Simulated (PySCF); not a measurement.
A database entry of computed molecular properties. Lists by class give the value and the number of equivalent atoms.

```json
{
 "formula": "C6H11OPSi2",
 "smiles": "C#CC#CC[SiH2][Si@@H](P)OC",
 "inchi": "InChI=1S/C6H11OPSi2/c1-3-4-5-6-9-10(8)7-2/h1,10H,6,8-9H2,2H3/t10-/m1/s1",
 "charge": 0,
 "multiplicity": 1,
 "geometry_level": "GFN2-xTB",
 "atoms_angstrom": [
  ["C", 3.598, 2.913, 1.085],
  ["C", 3.126, 1.966, 0.51],
  ["C", 2.568, 0.903, -0.126],
  ["C", 2.065, -0.03, -0.707],
  ["C", 1.433, -1.15, -1.343],
  ["Si", 0.347, -2.119, -0.076],
  ["Si", -1.346, -0.779, 0.76],
  ["P", -0.987, 1.332, 1.474],
  ["O", -2.291, -0.703, -0.568],
  ["C", -3.408, 0.111, -0.763],
  ["H", 4.016, 3.736, 1.581],
  ["H", 0.81, -0.79, -2.166],
  ["H", 2.199, -1.802, -1.771],
  ["H", -0.093, -3.333, -0.779],
  ["H", 1.253, -2.548, 0.999],
  ["H", -2.109, -1.364, 1.885],
  ["H", -0.141, 1.689, 0.44],
  ["H", 0.065, 1.01, 2.307],
  ["H", -3.62, 0.15, -1.832],
  ["H", -3.219, 1.123, -0.393],
  ["H", -4.273, -0.299, -0.237]
 ],
 "electronic_structure_code": "PySCF",
 "results": {
  "GFN2-xTB geometry": {
   "point_group": "C1",
   "rotational_constants_GHz": [1.037, 0.51, 0.392]
  },
  "PBE0/pcSseg-1 ground state and GIAO shieldings, non-relativistic": {
   "dipole_D": 1.12,
   "homo_eV": -6.96,
   "lumo_eV": -0.7,
   "shift_vs_computed_TMS_C_by_class_ppm": [
    [82.9, 1],
    [74.7, 1],
    [74.6, 1],
    [71.0, 1],
    [54.6, 1],
    [0.4, 1]
   ],
   "shift_vs_computed_TMS_H_by_class_ppm": [
    [5.92, 1],
    [4.08, 1],
    [3.82, 1],
    [3.75, 3],
    [2.13, 1],
    [2.11, 1],
    [1.42, 2],
    [1.17, 1]
   ],
   "shielding_other_nuclei_by_class_ppm": [
    ["O", 341.0, 1],
    ["Si", 344.6, 1],
    ["Si", 421.1, 1],
    ["P", 603.1, 1]
   ],
   "charges_hirshfeld_e_by_atom": [-0.09, -0.04, -0.06, -0.01, -0.13, 0.26, 0.28, -0.02, -0.23, -0.03, 0.1, 0.06, 0.06, -0.07, -0.08, -0.09, -0.01, 0.0, 0.05, 0.03, 0.04]
  }
 }
}
```

The rotational constants make it an asymmetric top with κ = (2B − A − C)/(A − C) = -0.63, nearer the prolate limit (−1).

Isolated species at its GFN2-xTB geometry (one conformer only). NMR classes are plain means over equivalent atoms (diastereotopic ones count apart unless rotation or inversion swaps them), as if these changed places fast; in this geometry the members of some classes differ.

The values belong to the conformer `[CH:1]#[C:2][C:3]#[C:4][CH2:5][SiH2:6][Si@@H:7]([PH2:8])[O:9][CH3:10]`: C4–C5–Si6–Si7 62°, C5–Si6–Si7–P8 -46°, Si6–Si7–O9–C10 -171°, H–P8–Si7–Si6 42°, H–P8–Si7–Si6 -51°.
